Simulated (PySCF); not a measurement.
CH2N, SMILES [CH][NH] (connectivity only; charge and spin as stated), neutral, multiplicity 2. Atoms are numbered in the order given.

```xyz
4

C     -0.1929    -0.6163     0.0000
N      0.1728     0.5550     0.0000
H      0.4727    -1.4868     0.0000
H     -0.5249     1.2997     0.0000
```
Charge 0, spin multiplicity 2.

Coordinates come from a B3LYP-D3(BJ)/def2-TZVPD optimisation.

Two levels are set side by side: PBE/pcH-1 (PySCF) and B3LYP/pcH-1 (PySCF). Contact hyperfine couplings, same geometry. Differences are taken from unrounded values.

```json
[
 {"quantity": "A(iso) of 13C, atom C1 (MHz)", "B3LYP": "259.4", "PBE": "235.9", "PBE minus B3LYP": "-23.5"},
 {"quantity": "A(iso) of 14N, atom N2 (MHz)", "B3LYP": "16.1", "PBE": "16.2", "PBE minus B3LYP": "0.2"},
 {"quantity": "A(iso) of 1H, atom H3 (MHz)", "B3LYP": "204.5", "PBE": "189.1", "PBE minus B3LYP": "-15.4"},
 {"quantity": "A(iso) of 1H, atom H4 (MHz)", "B3LYP": "160.6", "PBE": "156.4", "PBE minus B3LYP": "-4.3"}
]
```

Rough cost on one machine, each run with all the roots and properties that it gave: B3LYP against PBE within a factor of 2.
